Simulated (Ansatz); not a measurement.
**Pulling the pair apart**

The pair of H3O⁺ (SMILES [OH3+], atoms 1–4) and GeH4 (SMILES [GeH4], atoms 5–9), both closed shells, in one local arrangement (a lower one may exist), relaxed at PBE0-D4/def2-TZVP:

```xyz
9
angstrom
O 0.1582 -0.1468 -1.9306
H 0.9021 0.3027 -2.3682
H -0.6544 -0.0649 -2.4595
H 0.0250 0.1655 -0.9133
Ge -0.0813 -0.1050 1.6392
H -0.4755 1.0556 2.5409
H 1.3644 -0.5729 1.7605
H -0.1371 0.5996 0.1932
H -1.1013 -1.2337 1.5378
```

GeH4 is shifted rigidly along the line between the mean atom positions of the two fragments (negative: closer). Counterpoise interaction energies in kcal/mol. Ansatz 0.2.0; basis: def2-TZVPPD; cores frozen in the correlated methods. Filled d shells of the heavier atoms are correlated. The def2 sets are not built for correlating such inner shells, so the correlated values are less sure here. B3LYP uses VWN-RPA correlation.

```json
{"shift (Å)": "-0.26", "PBE-D4": "-19.81", "B3LYP-D4": "-18.16", "PBE0-D4": "-18.42"}
{"shift (Å)": "-0.13", "PBE-D4": "-23.38", "B3LYP-D4": "-21.83", "PBE0-D4": "-22.01"}
{"shift (Å)": "0.00", "PBE-D4": "-24.33", "B3LYP-D4": "-22.87", "PBE0-D4": "-22.96"}
{"shift (Å)": "0.13", "PBE-D4": "-23.72", "B3LYP-D4": "-22.36", "PBE0-D4": "-22.37"}
{"shift (Å)": "0.31", "PBE-D4": "-21.52", "B3LYP-D4": "-20.30", "PBE0-D4": "-20.21"}
{"shift (Å)": "0.64", "PBE-D4": "-16.28", "B3LYP-D4": "-15.30", "PBE0-D4": "-15.12"}
{"shift (Å)": "1.28", "PBE-D4": "-8.38", "B3LYP-D4": "-7.77", "PBE0-D4": "-7.69"}
{"shift (Å)": "2.57", "PBE-D4": "-2.45", "B3LYP-D4": "-2.28", "PBE0-D4": "-2.40"}
```

At the largest shift the D4 term itself is slightly repulsive (PBE-D4 +7.3 meV, B3LYP-D4 +12.7 meV, PBE0-D4 +5.5 meV): a quirk of that model, not of the functional.

**Question.** What does CCSD(T) give at these shifts? (An estimate is asked for; the value comes from the calculation.)

**Answer.** The calculation gives: -14.66, -18.53, -19.79, -19.50, -17.76, -13.42, -7.05, -2.51 kcal/mol. For zero shift, CCSD(T) at an estimated basis limit (MP2 extrapolated from triple and quadruple zeta, plus CCSD(T) − MP2 in triple zeta) gives -20.11 kcal/mol. These are counterpoise interaction energies, counted from the two frozen fragments.

No T1 diagnostic of these runs exceeds 0.011.

For scale, one of the runs: CCSD(T)/def2-TZVPPD, 213 basis functions, launched by `ansatz run in.yaml --threads 4 --pin off --events-out ev --progress --plain --max-ram 9574MiB`. Hardware: 4 CPU threads of an Arm Neoverse V2, shared host. Wall time 45 s; peak host memory 3 GiB.
